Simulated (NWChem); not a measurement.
System: PbH2O, singlet; SMILES [OH][PbH]

NWChem input:

```
start job
memory heap 200 mb stack 900 mb global 1100 mb
geometry units angstroms noautoz
  Pb     0.067343    -0.196899     0.000000
  H     -1.836332    -0.298316     0.000000
  O      0.108320     1.943294     0.000000
  H     -0.809738     2.279798     0.000000
end
basis spherical
  * library def2-svp
end
ecp
  Pb library def2-ecp
end
dft
  xc xwpbe 0.80 cpbe96 1.0 hfexch 1.00
  cam 0.2 cam_alpha 0.2 cam_beta 0.8
  iterations 150
end
tddft
  nroots 8
  notriplet
end
task tddft energy
```

Low-valent species are run as closed-shell singlets; no triplet was tried in these runs. All runs use the structure optimised with PBE-D3(BJ)/def2-SVP. def2 effective core potentials on Pb; no spin-orbit coupling.

Vertical excitations in the gas phase.

Question: Predict the main results of this run. (LRC-wPBEh/def2-SVP with def2 effective core potentials on Pb, full TDDFT.) Quantities: lowest excitation, singlet (eV); oscillator strength of that lowest state; lowest state with f > 0.02, singlet (eV); oscillator strength of that bright state; orbital gap (eV).

Answer: 
```json
{
  "lowest excitation, singlet (eV)": "3.25",
  "oscillator_strength_of_that_lowest_state": "0.010",
  "lowest state with f > 0.02, singlet (eV)": "5.54",
  "oscillator_strength_of_that_bright_state": "0.022",
  "orbital gap (eV)": "7.96"
}
```
